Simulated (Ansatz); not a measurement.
Harmonic frequencies (cm⁻¹) at PBE0-D4/def2-TZVP from Ansatz: 86, 99, 114, 157, 180, 310, 312, 369, 382, 459, 617, 674, 720, 742, 743, 743, 743, 2174, 2176, 3465, 3465.

**Question.** Which molecule is it?
A. `C[Si](O)(F)F`
B. `C#C[Si](Cl)(Cl)C#C`
C. `O[Si]([SiH3])(Cl)Cl`
D. `C[SiH2]Cl`

**Answer.** B.
